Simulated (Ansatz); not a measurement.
A nudged elastic band was laid between two geometries of BrH + Cl3HSi (7 atoms, charge 0, multiplicity 1).

Method: Ansatz, RKS LDA/def2-SVP.

```yaml
movable_images: 5
climbing_image: yes
spring: 5.0 eV/Å²
optimiser: quadratic models (default)
start_path: through a guess of the saddle point
force_threshold: 0.03 eV/Å
iteration_limit: 60
end_points: relaxed
```

First end point:

```xyz
7
Properties=species:S:1:pos:R:3
Si 0.244 0.000 -0.141
H 0.190 0.000 1.355
Cl 2.199 0.000 -0.720
Cl -0.672 1.669 -0.857
Cl -0.672 -1.669 -0.857
Br -3.030 0.000 1.585
H -1.672 0.000 2.061
```

Last end point:

```xyz
7
Properties=species:S:1:pos:R:3
Si -0.610 0.000 -0.788
H -0.053 0.000 2.759
Cl 1.104 0.000 0.315
Cl -0.640 1.658 -1.964
Cl -0.640 -1.658 -1.964
Br -2.341 0.000 0.544
H -0.233 0.000 3.522
```

Question: What changes between the two ends?

Answer: Bonds broken: Si1–H2, Br6–H7. Bonds formed: Si1–Br6, H2–H7. BrH + Cl3HSi becomes BrCl3Si + H2.

Question: What energy profile does the band end with?

Answer: The forces met the threshold. The highest image is number 2 of 0 to 6, 1.18 eV above the first end and 1.80 eV above the last; the last end lies 0.62 eV below the first. A vibrational analysis at the climbing image gives one clearly imaginary mode, 619i cm⁻¹: a first-order saddle point. The orbitals stay closed-shell, which can raise the energy where a bond breaks towards radicals; this wasn't checked here.

```
image  path coordinate (Å)  energy (eV)  Si1–H2 (Å)  Br6–H7 (Å)  Si1–Br6 (Å)
    0                 0.00         0.00        1.50        1.44         3.70
    1                 0.76         0.26        1.52        1.48         3.15
    2                 1.53         1.18        1.70        1.81         2.55
    3                 2.32         0.48        2.29        2.23         2.28
    4                 3.11        -0.25        2.90        2.44         2.21
    5                 3.90        -0.58        3.45        2.82         2.19
    6                 4.69        -0.62        3.59        3.65         2.18
```

Question: What is the geometry of the highest image?

Answer: 
```xyz
7
Properties=species:S:1:pos:R:3
Si -0.331 0.000 -0.033
H 0.125 0.000 1.601
Cl 1.748 0.000 -0.205
Cl -0.788 1.761 -0.952
Cl -0.788 -1.761 -0.952
Br -2.555 0.000 1.215
H -0.822 0.000 1.749
```

Question: What are the harmonic wavenumbers there?

Answer: 619i, 39, 96, 158, 185, 247, 253, 354, 476, 577, 652, 884, 966, 1426, 2232 cm⁻¹.

The run took 36 s on 4 threads of Arm Neoverse V2 (shared host), peak memory 0.19 GiB.
